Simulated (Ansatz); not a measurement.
Born–Oppenheimer molecular dynamics of Cl₃H₄NOSn (10 atoms, charge 0, multiplicity 1). It starts at the highest image of a converged band. Of that band: A vibrational analysis at the climbing image gives one clearly imaginary mode, 1032i cm⁻¹, and a faint second one (23i cm⁻¹) that may be numerical noise or a soft torsion: probably a first-order saddle point.

Theory: Ansatz, RKS B3LYP-D4/def2-SVP.

```json
{
 "ensemble": "NVE (velocity Verlet)",
 "time step": "0.5 fs",
 "steps asked": "200",
 "starting velocities drawn for": "300 K",
 "seed": "8609"
}
```

First frame:

```xyz
10
Properties=species:S:1:pos:R:3
Sn 0.210 -0.358 -0.065
O 0.252 0.015 2.099
H -0.529 0.315 2.586
Cl 2.189 0.590 -0.901
Cl -1.446 1.340 -0.195
Cl -0.825 -1.861 -1.597
N 1.043 -1.975 1.131
H 0.602 -2.876 0.939
H 2.052 -2.075 1.000
H 0.611 -1.090 2.077
```

How far do the bonds stretch over the last three quarters of this one trajectory? (Pairs bonded in most of those frames.)


```
   bond  mean (Å)  spread (Å)  shortest  longest
Sn1–Cl4     2.380       0.049      2.29     2.44
Sn1–Cl5     2.368       0.011      2.35     2.38
Sn1–Cl6     2.379       0.030      2.34     2.44
 Sn1–N7     2.085       0.030      2.04     2.14
  O2–H3     0.969       0.007      0.96     0.98
 O2–H10     0.979       0.015      0.95     1.02
  N7–H8     1.026       0.021      0.99     1.06
  N7–H9     1.029       0.031      0.98     1.08
```

Mean temperature of the second half: 221 K. The conserved energy stayed within 0.18 meV per atom of its start (net change 0.062 meV per atom), so the integration is sound. A run of 0.1 ps of so small a system gives no equilibrium averages. The orbitals stay closed-shell, which can raise the energy where a bond breaks towards radicals; this wasn't checked here.

The run took 5.5 min on 4 threads of Intel(R) Xeon(R) 6975P-C (Granite Rapids) (shared host), peak memory 0.41 GiB.
